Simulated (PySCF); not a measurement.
**Static response to an electric field**

C5H7FO.
SMILES with atom numbers: `[CH2:1]=[C:2]1[CH2:3][O:4][CH2:5][C@H:6]1[F:7]` (hydrogens: H8, H9 on C1; H10, H11 on C3; H12, H13 on C5; H14 on C6)

Geometry (GFN2-xTB, Å), atoms numbered from 1 in this order:
```
atom  x, y, z in Å
C1     2.010    0.216   -0.062
C2     0.696    0.169    0.048
C3    -0.268    1.326    0.090
O4    -1.518    0.785    0.474
C5    -1.572   -0.534   -0.017
C6    -0.145   -1.084    0.120
F7     0.152   -1.970   -0.892
H8     2.598   -0.684   -0.107
H9     2.537    1.152   -0.128
H10    0.006    2.092    0.817
H11   -0.341    1.789   -0.906
H12   -1.849   -0.551   -1.082
H13   -2.317   -1.078    0.563
H14    0.012   -1.629    1.059
```

Level: wB97X-D/def2-SVPD (PySCF), static field, nuclei fixed, core orbitals frozen in the response. The polarisability tensor in these axes (au):

```
x   74.48  2.83 -1.27
y    2.83 60.85  0.77
z   -1.27  0.77 49.82
```

What are the eigenvalues, a third of the trace, and Δα (Δα² = ½Σ(αi − αj)² over the three pairs)?

Principal values 49.68, 60.38 and 75.10 au; mean 61.72 au = 9.15 Å³ = 10.18 × 10⁻⁴⁰ C²·m²/J; Δα = 22.11 au (36 % of the mean).

What is the dipole moment, and where does it point?

(0.71, 0.58, 0.49) D, 1.04 D in size, pointing from the negative to the positive side. Measured along this direction, the outermost atoms are H12 at the negative end and H9 at the positive end.

What molar refraction does this α imply?

Lorentz–Lorenz: R = (4π/3)N_A α = 2.5225 cm³/(mol·Å³) × 9.15 Å³ = 23.1 cm³/mol, in the limit of long wavelengths.

Rayleigh depolarisation ratio (linearly polarised light, static tensor)?

ρ = 3Δα²/(45ᾱ² + 4Δα²) = 1466.2/(171412 + 1954.9) = 0.00846.

Form Σ f/ω² (atomic units) for the 8 lowest TDDFT singlets, given as eV and f, and set it beside the mean polarisability, which is this sum over all singlets: 6.52, 0.0332; 6.85, 0.2394; 7.43, 0.0245; 7.60, 0.0040; 7.78, 0.0334; 8.32, 0.0016; 8.51, 0.0545; 8.55, 0.0244.

They add up to 5.96 au, 9.7 % of the 61.72 au; the largest single term is 3.78 au, from the state at 6.85 eV. Terms in order: 0.58, 3.78, 0.33, 0.05, 0.41, 0.02, 0.56, 0.25 au. Higher excitations give the rest. The strengths listed sum to 0.415.

Give the eigenvalues of the traceless quadrupole moment Θ = ½Σq(3rr − r²1), origin at the centre of nuclear charge.

-9.33, 2.08, 7.25 D·Å. The values depend on the origin, since the dipole doesn't vanish. The electronic extent ⟨r²⟩ about the same centre is 690 bohr², a root-mean-square distance of 1.89 Å for the 54 electrons.

What would n − 1 = 2πNα be for an ideal gas of these molecules at 400 K and 1 atm, electronic part alone?

N = p/kT = 1.8347 × 10¹⁹ cm⁻³, so n − 1 = 2π × N × 9.15 × 10⁻²⁴ cm³ = 1054 × 10⁻⁶ at long wavelengths, for an ideal gas.

Isolated species at its GFN2-xTB geometry (one conformer only).
